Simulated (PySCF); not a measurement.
RhCl(PH3)3 (singlet state).
Bonds: Rh1–Cl2, Rh1–P3, Rh1–P7, Rh1–P11. Hydrogens: H4, H5, H6 on P3; H8, H9, H10 on P7; H12, H13, H14 on P11.

A GFN2-xTB structure was refined with PBE0-D3(BJ)/def2-SVP geometry optimisation, gas phase, def2 core potentials past Kr in PySCF. Its GFN2-xTB values:

| coordinate | GFN2-xTB |
| --- | --- |
| Rh1–Cl2 | 2.169 Å |
| Rh1–P3 | 2.304 Å |
| Rh1–P7 | 2.272 Å |
| P3–H4 | 1.335 Å |
| P7–H8 | 1.375 Å |
| Cl2–Rh1–P3 | 85.6° |
| Cl2–Rh1–P7 | 176.8° |
| P3–Rh1–P7 | 91.2° |
| P3–Rh1–P11 | 173.1° |

Task: How do these coordinates change at the PBE0-D3(BJ)/def2-SVP level?

Result: 
```csv
coordinate,PBE0-D3(BJ)/def2-SVP (Å or °),change
Rh1–Cl2,2.346,+0.177
P3–H4,1.424,+0.089
Rh1–P7,2.205,-0.067
P7–H8,1.427,+0.052
Rh1–P3,2.270,-0.034
Cl2–Rh1–P7,179.7,+2.9
P3–Rh1–P7,93.8,+2.6
Cl2–Rh1–P3,86.4,+0.8
P3–Rh1–P11,172.5,-0.6
```

The energy falls by 14.1 kcal/mol over 8 energy and gradient evaluations, the largest force component goes from 0.0638 to 2.1e-04 Eh/bohr, and the atoms move by 0.093 Å rms after alignment. The bond that changes most is Rh1–Cl2 (ends: rhodium bonded to Cl and 3 P; chlorine bonded to Rh), which lengthens by 0.177 Å. Bonds longer at the end by more than 0.005 Å: 7 of 13; shorter: 5. Rotational constants go from 1390, 1364, 700.6 to 1327, 1325, 675.4 MHz.

The run used 148 basis functions and 61 SCF cycles in all.

Whether it is a minimum is left open (no frequencies).
